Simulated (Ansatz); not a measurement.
Cost and result for the atomization energy of `C[CH]([GeH3])C#N` (12 atoms, 11 bonds).

```
atom   x (Å)   y (Å)   z (Å)
  C1   1.212  -0.472  -0.699
  C2  -0.073  -0.564   0.126
 Ge3  -1.217   1.047  -0.117
  C4   0.195  -0.733   1.536
  N5   0.411  -0.835   2.663
  H6   1.820  -1.371  -0.579
  H7   0.974  -0.358  -1.758
  H8   1.816   0.384  -0.390
  H9  -0.674  -1.417  -0.205
 H10  -2.504   0.894   0.701
 H11  -1.540   1.149  -1.616
 H12  -0.420   2.276   0.339
```

The species carries charge 0 and has multiplicity 1. Correlated methods include outer-core shells of Ge, which these sets cover unevenly. Scalar relativity is left out up to krypton. The geometry is a stationary point of PBE0-D4/def2-TZVP. Program: Ansatz. All runs use 4 threads of an Arm Neoverse V2 on a shared host. Times are those of one run each, without the atoms' runs, and a repeat can differ threefold. Electronic energies, without spin–orbit coupling; frozen cores. CCSD(T)/CBS adds CCSD(T) − MP2 in def2-TZVPP to the MP2 limit, and its time is that of the two runs behind it. T1 = 0.012. With those shells the extrapolation isn't a true limit. B3LYP takes the VWN-RPA correlation (the form of Gaussian; ORCA's B3LYP/G).

CCSD(T)/CBS is a level of theory with its own doubt, some kJ/mol a heavy atom from the limit and from the frozen cores, so smaller differences don't rank the functionals.

```tsv
level	functions	wall time	atomization (kcal/mol)	difference from CCSD(T)/CBS	per bond
PBE-D4/def2-TZVPP (with forces)	270	2.9 s	1111.7	22.9	2.1
PBE0-D4/def2-TZVPP	270	3 s	1091.2	2.4	0.2
B3LYP-D4/def2-TZVPP (with forces)	270	4.6 s	1088.5	-0.3	0.0
r2SCAN-D4/def2-TZVPP (with forces)	270	4.7 s	1087.9	-0.9	-0.1
B2PLYP/def2-TZVPP	270	5.5 s	1079.4	-9.4	-0.9
ωB97X-V/def2-TZVPP	270	7.5 s	1092.1	3.3	0.3
ωB97M-V/def2-TZVPP (with forces)	270	11 s	1088.9	0.1	0.0
MP2/def2-QZVPP	527	27 s	1094.1	5.3	0.5
CCSD(T)/def2-TZVPP	270	4 min	1064.7	-24.1	-2.2
CCSD(T)/CBS(def2)	–	4.5 min	1088.8	0.0	0.0
```

From PBE to PBE0 (25 % exact exchange), in def2-TZVPP and without D4, the atomization energy moves by −19.6 kcal/mol: exact exchange takes away binding that semilocal exchange gives to molecules. The D4 term adds +9.4 kcal/mol with B3LYP and +5.0 kcal/mol with PBE0; it sums over pairs of atoms, weighted by their polarisabilities, and B3LYP, whose exchange is more repulsive, gets the larger term. In def2-TZVPP, CCSD(T) changes the Hartree–Fock value by +282.0 kcal/mol (the triples alone add +17.7 kcal/mol) and MP2 by +297.3 kcal/mol; breaking electron pairs costs correlation energy, which Hartree–Fock lacks.
